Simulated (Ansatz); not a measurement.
Reaction (hydrogenolysis of the Sn–Se bond): `C[O][Sn]([Cl])([Cl])[SeH]` + H₂ → `C[O][SnH]([Cl])[Cl]` + H₂Se

Program: Ansatz. Geometries: PBE0-D4/def2-TZVP. ΔE: electronic, gas phase. CCSD(T)/CBS is the MP2 limit (def2-TZVPP, def2-QZVPP) plus CCSD(T) − MP2 in def2-TZVPP, frozen cores. This one scheme is used for every species. Functionals use def2-TZVPP. Elements past krypton have def2 core potentials. For Se, Sn outer-core shells are correlated without core-valence functions, which leaves a few kJ/mol of doubt a bond. Scalar relativity is left out up to krypton. One conformer a species, not always the lowest.

| level | ΔE (kcal/mol) |
| --- | --- |
| B2PLYP | 13.1 |
| CCSD/CBS(def2) | 13.8 |

Task: What does CCSD(T)/CBS give? (Estimate.)

Result: The calculation gave: +15.2 kcal/mol. The listed levels differ from it by -2.1, -1.4 kcal/mol.

Largest T1 diagnostic among the species: 0.013.

In def2-TZVPP, CCSD(T) changes the Hartree–Fock value by +4.5 kcal/mol (the triples alone add +1.4 kcal/mol) and MP2 by +7.7 kcal/mol. From PBE to PBE0 (25 % exact exchange), in def2-TZVPP and without D4, ΔE moves by −0.9 kcal/mol.
